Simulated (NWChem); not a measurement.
Molecule: C3H7NSi; SMILES [SiH3]NCC#C

```xyz
12

C      0.7943    -2.6569    -0.0475
C     -0.0117    -1.7646     0.0998
C     -0.9799    -0.6700     0.2502
N     -0.6732     0.5337    -0.4918
Si     0.4228     1.7612     0.0732
H      1.5113    -3.4472    -0.1730
H     -1.0604    -0.4171     1.3222
H     -1.9793    -1.0463    -0.0338
H     -0.7292     0.3993    -1.4964
H      0.0169     2.1217     1.4657
H      0.2761     2.9303    -0.8433
H      1.8748     1.3846     0.1128
```
Atoms are numbered in this order, from 1.

Program: NWChem. Pople sets run with spherical d functions. All runs use the structure optimised with PBE0/def2-SVP. Not confirmed as a minimum by frequencies. GIAO values for the isolated, static molecule; σ is the absolute isotropic shielding, δ = σ(reference) − σ with the isolated reference molecule computed at the same levels (13C: tetramethylsilane, 1H: tetramethylsilane, 15N: ammonia).

```json
[
 {"level": "BHandHLYP/pcSseg-1", "δ C2 (ppm)": "86.3", "δ C3 (ppm)": "34.4", "δ N4 (ppm)": "21.1", "δ H6 (ppm)": "2.26", "δ H8 (ppm)": "3.62", "δ H9 (ppm)": "-0.14", "δ H10 (rotor mean) (ppm)": "4.36"},
 {"level": "B3LYP/6-31G*", "δ C2 (ppm)": "72.8", "δ C3 (ppm)": "33.9", "δ N4 (ppm)": "12.9", "δ H6 (ppm)": "1.73", "δ H8 (ppm)": "3.53", "δ H9 (ppm)": "-0.57", "δ H10 (rotor mean) (ppm)": "4.75"},
 {"level": "Hartree-Fock/6-31G*", "δ C2 (ppm)": "…", "δ C3 (ppm)": "…", "δ N4 (ppm)": "…", "δ H6 (ppm)": "…", "δ H8 (ppm)": "…", "δ H9 (ppm)": "…", "δ H10 (rotor mean) (ppm)": "…"}
]
```

Some entries are withheld; supply them.


- Hartree-Fock/6-31G*, δ C2 (ppm): 74.7
- Hartree-Fock/6-31G*, δ C3 (ppm): 29.4
- Hartree-Fock/6-31G*, δ N4 (ppm): 0.2
- Hartree-Fock/6-31G*, δ H6 (ppm): 2.54
- Hartree-Fock/6-31G*, δ H8 (ppm): 3.28
- Hartree-Fock/6-31G*, δ H9 (ppm): -0.42
- Hartree-Fock/6-31G*, δ H10 (rotor mean) (ppm): 4.62
